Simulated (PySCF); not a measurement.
## Dipole moment and polarisability of `CO[Si@H](F)CC(F)(F)F`

C₃H₆F₄OSi.
Cartesian coordinates in Å at the GFN2-xTB level; atoms count from 1:
```
atom  x, y, z in Å
C1     2.872    0.349    0.109
O2     1.483    0.531    0.211
Si3    0.280   -0.505   -0.022
F4     0.367   -1.105   -1.515
C5    -1.243    0.622    0.067
C6    -2.471   -0.198    0.300
F7    -2.675   -1.122   -0.652
F8    -3.594    0.540    0.347
F9    -2.427   -0.871    1.465
H10    3.335    1.335    0.088
H11    3.125   -0.195   -0.800
H12    3.240   -0.208    0.972
H13    0.258   -1.675    0.834
H14   -1.385    1.169   -0.864
H15   -1.168    1.344    0.878
```

Level: B3LYP/def2-SVPD (PySCF), static field, nuclei fixed, core orbitals frozen in the response. The polarisability tensor in these axes (au):

```
x   78.59  0.28 -0.44
y    0.28 62.37 -0.28
z   -0.44 -0.28 58.89
```

Problem. What are the eigenvalues, a third of the trace, and Δα (Δα² = ½Σ(αi − αj)² over the three pairs)?

Solution. Principal values 58.86, 62.38 and 78.60 au; mean 66.62 au = 9.87 Å³ = 10.98 × 10⁻⁴⁰ C²·m²/J; Δα = 18.24 au (27 % of the mean).

Problem. What is the dipole moment, and where does it point?

Solution. (3.13, 1.38, 0.82) D, 3.52 D in size, pointing from the negative to the positive side. Measured along this direction, the outermost atoms are F7 and F8 at the negative end and H10 at the positive end.

Problem. Traceless (Buckingham) quadrupole moment about the centre of nuclear charge: eigenvalues?

Solution. -5.97, 0.19, 5.78 D·Å. The values depend on the origin, since the dipole doesn't vanish. The electronic extent ⟨r²⟩ about the same centre is 1695 bohr², a root-mean-square distance of 2.41 Å for the 82 electrons.

Problem. Find the Langevin capture rate constant for O2+ (31.990 u) meeting this molecule (162.012 u), k = 2.342 × 10⁻⁹ cm³/s × √(α in Å³ / reduced mass in u).

Solution. The reduced mass is 26.71 u, so k = 1.42 × 10⁻⁹ cm³/s. The formula leaves out the permanent dipole, which adds to the capture rate.

Problem. In TDDFT the mean static polarisability is Σ f/ω² over all singlet excitations (ω in hartree). How much of it do the 8 lowest give? Their energies (eV) and oscillator strengths: 7.77, 0.0101; 8.12, 0.0157; 8.23, 0.0148; 8.40, 0.0111; 8.60, 0.0481; 8.76, 0.0457; 8.84, 0.0198; 9.02, 0.0232.

Solution. They add up to 1.90 au, 2.9 % of the 66.62 au; the largest single term is 0.48 au, from the state at 8.60 eV. Terms in order: 0.12, 0.18, 0.16, 0.12, 0.48, 0.44, 0.19, 0.21 au. Higher excitations give the rest. The strengths listed sum to 0.189.

Problem. What depolarisation ratio follows for Rayleigh scattering of linearly polarised light, taking the static tensor?

Solution. ρ = 3Δα²/(45ᾱ² + 4Δα²) = 998.0/(199692 + 1330.7) = 0.00496.

One conformer (not necessarily the lowest) at the GFN2-xTB geometry, without solvent, vibrations or thermal averaging.
